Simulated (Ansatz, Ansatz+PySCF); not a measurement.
```xyz
2

Li    0.0000    0.0000   -2.0903
Li    0.0000    0.0000    2.0903
```

Basis set: cc-pVDZ (spherical functions). All electrons are correlated. Charge 0, multiplicity 1.

Computed with Ansatz (development build ahead of 0.2.0); each method stands on the lowest determinant of its kind that the runs found. Restricted open shells among the atoms or ions are ROHF, correlated in semicanonical orbitals with singles. Restricted functionals stand beside restricted open-shell atoms, which can lie above the unrestricted atoms usual in DFT and then raise those values.

The atomization energy at this shape (free ground-state atoms in the same class of orbitals less the molecule, no zero-point energy) of singlet Li₂:

```tsv
method	atomization energy
r²SCAN (unrestricted)	35.4 kJ/mol
ωB97X (unrestricted)	20.0 kJ/mol
r²SCAN (restricted)	18.8 kJ/mol
PBE0 (unrestricted)	28.9 kJ/mol
PBE0 (restricted)	18.7 kJ/mol
PBE (unrestricted)	32.2 kJ/mol
PBE (restricted)	27.1 kJ/mol
full CI (lowest root of this spin)	37.2 kJ/mol
RHF-CCSD(T)	37.2 kJ/mol
UHF-MP2	13.8 kJ/mol
UHF	6.0 kJ/mol
RHF-MP2	4.4 kJ/mol
RHF-CCSD	37.0 kJ/mol
```

What does RHF give?

-47.4 kJ/mol. Caution: the shape is not the minimum. Caution for ωB97X (unrestricted), PBE0 (unrestricted), UHF-MP2, UHF: the determinant breaks the point group. Caution for ωB97X (unrestricted), PBE0 (unrestricted): the unrestricted determinant is spin contaminated. Caution for RHF-CCSD(T), RHF-MP2, RHF, RHF-CCSD: an unrestricted determinant lies well below. Caution for RHF-CCSD(T), UHF-MP2, RHF-MP2, RHF-CCSD: large amplitudes, a single reference is doubtful. Caution for UHF-MP2, UHF: the unrestricted determinant is a mixture of spin states.
